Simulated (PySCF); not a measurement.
Ligands exchanged one at a time, Al CH3-SiH3. Isolated molecules, 0 K electronic values unless said otherwise. Strings in code marks are SMILES.

The numbers are results of PySCF with PBE-D3(BJ)/def2-TZVP // r2SCAN-D4/def2-TZVP, not measurements. All candidates: neutral, multiplicity 1. Excitations are Tamm–Dancoff values on a coarser integration grid. The basis has no diffuse functions, so Rydberg states are missing or too high.

```json
{
 "T1 excitation (TDA)": "3.54 eV",
 "HOMO": "-6.05 eV",
 "S1 excitation (TDA)": "4.22 eV"
}
```

**Question.** Identify which member has these values.
A) `[CH3][Al]([CH3])[SiH3]`
B) `[CH3][Al]([CH3])[CH3]`
C) `[SiH3][Al]([SiH3])[SiH3]`
D) `[CH3][Al]([SiH3])[SiH3]`

**Answer.** A, `[CH3][Al]([CH3])[SiH3]`. The others give `[SiH3][Al]([SiH3])[SiH3]`: 2.63 eV, -6.31 eV, 3.12 eV; `[CH3][Al]([CH3])[CH3]`: 4.93 eV, -6.27 eV, 5.21 eV; `[CH3][Al]([SiH3])[SiH3]`: 2.89 eV, -6.08 eV, 3.48 eV
